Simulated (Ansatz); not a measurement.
Process, species as SMILES: [NH]B(F)F -> [NH-]B(F)F (an electron is taken up)
Each molecule is optimised on its own at B3LYP-D3(BJ)/def2-TZVP (Ansatz, a program for electronic structure), one conformer each, not searched for the lowest. Frequencies are from Ansatz.

Property: adiabatic electron affinity (0 K, with B3LYP-D3(BJ) harmonic zero-point energies), positive where the reaction releases energy, in eV. Correlated levels leave the core frozen unless marked. Open shells are spin-unrestricted. No spin-orbit coupling. No relativistic terms. Anions need diffuse functions: aug- sets have them; def2-D sets add few; the other sets have none. CBS marks a two-point X^-3 extrapolation of the correlation energy; Hartree-Fock from the larger set. The bracket is a focal-point correction in the basis named.

```json
[
 {"level": "HF/cc-pwCVTZ", "program": "Ansatz", "adiabatic electron affinity (eV)": "0.76"}
]
```

Task: Estimate the value at RI-MP2/CBS(aug-cc-pVTZ,aug-cc-pVQZ)+[CCSD(T)-MP2]/aug-cc-pVTZ as computed with Ansatz.

Result: 2.74 eV
